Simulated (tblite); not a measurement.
Species: C6H11FO.
Numbering: `[CH3:1][CH2:2][O:3][C:4]1([F:5])[CH2:6][CH2:7][CH2:8]1` (hydrogens: H9, H10, H11 on C1; H12, H13 on C2; H14, H15 on C6; H16, H17 on C7; H18, H19 on C8)

Computed with GFN2-xTB (tblite), gas phase: Langevin dynamics at 400 K from the optimised GFN2-xTB geometry, time step 0.5 fs, friction 0.01 fs⁻¹, 2000 steps. The instantaneous temperature is 2·E(kin)/(3Nk) with all 3N coordinates.

```
t (fs)  T (K)  E(pot) above start (eV)  C1–C2 (Å)  C2–O3 (Å)  O3–C4 (Å)  C4–F5 (Å)  C4–C6 (Å)  C1–H9 (Å)  C1–C2–O3–C4 (°)
     0    325                    0.000      1.518      1.426      1.367      1.397      1.543      1.086             -177
    25    237                    0.459      1.514      1.411      1.368      1.431      1.518      1.085             -164
    50    304                    0.619      1.529      1.434      1.358      1.397      1.537      1.096             -168
    75    282                    0.736      1.515      1.403      1.369      1.379      1.610      1.092             -163
   100    358                    0.587      1.511      1.438      1.319      1.371      1.609      1.082             -170
   125    440                    0.653      1.456      1.437      1.372      1.395      1.590      1.106              178
   150    509                    0.653      1.476      1.458      1.377      1.444      1.545      1.090             -175
   175    440                    0.904      1.568      1.484      1.347      1.404      1.493      1.103              178
   200    375                    1.237      1.571      1.379      1.284      1.433      1.586      1.040              179
   225    544                    0.863      1.517      1.451      1.339      1.356      1.594      1.088              174
   250    446                    0.819      1.483      1.479      1.321      1.389      1.518      1.145              164
   275    396                    0.777      1.504      1.392      1.409      1.378      1.578      1.125              153
   300    310                    0.916      1.541      1.466      1.490      1.352      1.561      1.081              137
   325    451                    0.783      1.566      1.441      1.397      1.438      1.512      1.070              140
   350    443                    0.895      1.551      1.429      1.381      1.438      1.500      1.067              146
   375    420                    0.849      1.528      1.450      1.397      1.408      1.498      1.063              153
   400    316                    1.063      1.532      1.382      1.336      1.476      1.591      1.087              160
   425    316                    0.843      1.547      1.395      1.336      1.388      1.506      1.094              152
   450    449                    0.734      1.516      1.480      1.371      1.390      1.513      1.095              158
   475    364                    0.756      1.517      1.491      1.385      1.378      1.601      1.073              160
   500    439                    0.897      1.482      1.433      1.359      1.424      1.478      1.098              153
   525    548                    0.937      1.494      1.408      1.412      1.400      1.479      1.164              155
   550    466                    0.873      1.582      1.402      1.415      1.405      1.595      1.132              155
   575    444                    0.837      1.603      1.445      1.341      1.399      1.532      1.076              155
   600    409                    0.767      1.499      1.469      1.338      1.438      1.548      1.062              155
   625    410                    1.048      1.437      1.509      1.342      1.348      1.560      1.104              153
   650    460                    0.843      1.459      1.414      1.386      1.482      1.561      1.153              149
   675    457                    0.995      1.584      1.404      1.386      1.379      1.519      1.092              159
   700    481                    0.657      1.607      1.441      1.393      1.464      1.538      1.081              166
   725    418                    0.971      1.454      1.451      1.355      1.369      1.546      1.150              167
   750    359                    0.881      1.423      1.471      1.344      1.370      1.600      1.046              167
   775    390                    0.843      1.554      1.519      1.360      1.361      1.548      1.088              178
   800    455                    0.854      1.589      1.379      1.354      1.550      1.494      1.112             -177
   825    311                    0.892      1.538      1.360      1.402      1.341      1.516      1.064              179
   850    331                    0.801      1.554      1.483      1.406      1.466      1.542      1.045              175
   875    414                    0.659      1.547      1.465      1.329      1.446      1.509      1.110              174
   900    331                    0.818      1.523      1.431      1.418      1.318      1.573      1.080              177
   925    391                    0.987      1.526      1.447      1.374      1.421      1.582      1.100             -176
   950    328                    0.870      1.492      1.377      1.383      1.451      1.509      1.093              180
   975    306                    0.835      1.536      1.402      1.432      1.345      1.560      1.059              179
  1000    397                    0.690      1.534      1.413      1.389      1.444      1.515      1.099              173
```

Problem. From 500 fs on, how do temperature and potential energy compare with equipartition?

Solution. The mean temperature of these 21 frames is 407 K against the target 400 K, and the mean potential energy 0.85 eV against 51 × kT/2 = 0.88 eV for 51 classical harmonic modes. For 19 atoms in a canonical ensemble the temperature itself scatters by T·√(2/(3N)) = 75 K; here its standard deviation is 61 K. The whole run lasts only 10 friction times of 100 fs, so these averages carry a wide statistical error.

Problem. What are the kinetic and total energies of the listed frame with the highest potential energy?

Solution. The one at 200 fs, 1.237 eV above the start. Its kinetic energy is 3NkT/2 = 0.921 eV at 375 K, so the sum is 2.16 eV; over the listed frames the sum runs from 0.80 to 2.28 eV, since the thermostat adds and removes energy.

Problem. How much do the listed bonds fluctuate from 500 fs on?

Solution. 
```
 bond  at the start (Å)  mean (Å)  standard deviation (Å)
C1–C2             1.518     1.525                   0.053
C2–O3             1.426     1.434                   0.041
O3–C4             1.367     1.377                   0.030
C4–F5             1.397     1.411                   0.055
C4–C6             1.543     1.538                   0.034
C1–H9             1.086     1.096                   0.033
```

The motion is classical and holds no zero-point motion.

What follows is the cost of the whole dynamics run. On an Arm Neoverse V2 with one thread, shared host with 96 logical CPUs at a one-minute load of 69, this took 10 s wall and 0.18 GiB of memory at its peak.
